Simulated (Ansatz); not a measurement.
Consider the isomerisation: `CC[SiH](O)P` → `CCO[SiH2]P`.

Program: Ansatz. Geometries: PBE0-D4/def2-TZVP. ΔE: electronic, gas phase. CBS: MP2 limit from def2 TZ/QZ plus the TZ coupled-cluster correction, frozen cores. DFT in def2-TZVPP. B3LYP here is the variant with VWN-RPA as its local correlation; programs differ in this. Each species was taken in one conformer, which may not be the lowest.

Task: Is it downhill or uphill in electronic energy at CCSD(T)/CBS, and by how much? (An estimate is asked.)

Result: The calculation gave: Uphill: ΔE = +18.5 kcal/mol.

Task: What do these levels give: PBE-D4, B3LYP-D4, ωB97X-V, ωB97M-V, B2PLYP, PBE, PBE0, B3LYP, HF/def2-TZVPP, CCSD(T)/def2-TZVPP, SCS-MP2/def2-QZVPP, CCSD/CBS(def2)? (Best estimate.)

Result: Computed: PBE-D4 18.1, B3LYP-D4 16.8, ωB97X-V 16.6, ωB97M-V 18.0, B2PLYP 16.6, PBE 17.2, PBE0 17.5, B3LYP 15.3, HF/def2-TZVPP 13.0, CCSD(T)/def2-TZVPP 17.6, SCS-MP2/def2-QZVPP 17.8, CCSD/CBS(def2) 18.0 kcal/mol.

Largest T1 diagnostic among the species: 0.012.

In def2-TZVPP, CCSD(T) changes the Hartree–Fock value by +4.6 kcal/mol (the triples alone add +0.5 kcal/mol) and MP2 by +6.3 kcal/mol. The D4 term adds +1.5 kcal/mol with B3LYP and +0.8 kcal/mol with PBE0; it sums over pairs of atoms, weighted by their polarisabilities, and B3LYP, whose exchange is more repulsive, gets the larger term.
